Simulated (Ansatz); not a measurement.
```yaml
crystal:
  periodic: [false, false, false]
  atoms:
    - {symbol: C, position_ang: [-2.199895, 0.809217, 0.786962]}
    - {symbol: O, position_ang: [-1.124007, -0.092050, 0.823958]}
    - {symbol: Sb, position_ang: [-0.367507, -0.698659, -0.908648]}
    - {symbol: C, position_ang: [0.933134, -2.081374, 0.093384]}
    - {symbol: Si, position_ang: [1.434109, 1.165406, -0.974716]}
    - {symbol: H, position_ang: [-2.562427, 0.942070, 1.810200]}
    - {symbol: H, position_ang: [-1.906431, 1.796814, 0.404014]}
    - {symbol: H, position_ang: [-3.037757, 0.444789, 0.176245]}
    - {symbol: H, position_ang: [1.256810, -1.623525, 1.027680]}
    - {symbol: H, position_ang: [1.799438, -2.302774, -0.531562]}
    - {symbol: H, position_ang: [0.389689, -3.002770, 0.299185]}
    - {symbol: H, position_ang: [2.229247, 1.159178, 0.283341]}
    - {symbol: H, position_ang: [0.788415, 2.497395, -1.132628]}
    - {symbol: H, position_ang: [2.354583, 0.957285, -2.128616]}
basis:
  gaussian: {orbitals: def2-TZVP}
hamiltonian: {xc: {name: CCSD(T)}}
output: {forces: true}
```

```sh
$ ansatz run in.yaml --threads 4 --pin off --events-out ev --progress --plain --max-ram 11315MiB
```

It prints (some lines left out):

```
Error: YAML parse error: error: line 20 column 19: hamiltonian.xc: no functional is named "CCSD(T)"; the names, which are not case-sensitive, are SVWN5, SPW92, PBE, PBE0, PBEsol, revPBE, revPBE0, RPBE, rPW86-PBE, HSE06, wPBEh, LC-wPBE, HISS, HF, BLYP, B3LYP, B3LYP5, BHLYP, CAM-B3LYP, r2SCAN, r2SCANh, r2SCAN0, r2SCAN50, m-r2SCAN, B97, wB97, wB97X, wB97X-V, B97M-V, wB97M-V, B2PLYP, B2GP-PLYP, PBE0-DH, PBE-QIDH
18 | basis:
19 |   gaussian: {orbitals: def2-TZVP}
20 | hamiltonian: {xc: {name: CCSD(T)}}
21 | output: {forces: true}
```

(1) What is wrong with this run?

Results:

(1) The method's name isn't one that the program takes here. The input was rejected before any iteration.

HSE06 is defined as in plane-wave codes.
